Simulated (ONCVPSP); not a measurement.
# iridium (Ir): excitation energies, all-electron against ONCV

- Element: iridium
- Generator: ONCVPSP 4.0.1
- Type: optimised norm-conserving Vanderbilt (ONCV)
- Functional: PBE
- Relativity: scalar-relativistic
- Frozen core: [Kr] 4d10 4f14
- Valence charge: 17
- Reference configuration: 5s2 5p6 5d7.5 6s1.5
- Partial waves: 5s+6s: rc 1.80 bohr, ncon 4, nbas 7, qcut 7.6 1/bohr, 2 projectors; 5p: rc 1.70 bohr, ncon 4, nbas 9, qcut 9.4 1/bohr, 1 projector; 5d: rc 1.75 bohr, ncon 3, nbas 8, qcut 8.7 1/bohr, 2 projectors, debl 1.9 Ha
- Local potential: polynomial inside 1.20 bohr (lpopt 5, dvloc0 0 Ha)
- Core correction: Teter function, fcfact 3.5, rcfact 1.35

Energies are relative to the spin-unpolarised reference configuration 5s2 5p6 5d7.5 6s1.5; without spin polarisation the order of configurations can differ from experiment.

```tsv
valence configuration	charge	ΔE all-electron (eV)	error AE − PS (meV)
5s2 5p6 5d7 6s1	+1	10.165	-1.5
5s2 5p6 5d7 6s0	+2	27.634	-9.7
```

(1) What are ΔE and the potential's error for 5s2 5p6 5d7 6s2?

(2) What are ΔE and the potential's error for 5s2 5p6 5d8 6s1?

Results:

(1) ΔE = 0.285 eV all-electron; the error (AE − PS) is +0.4 meV.

(2) ΔE = -0.048 eV all-electron; the error (AE − PS) is -3.3 meV.
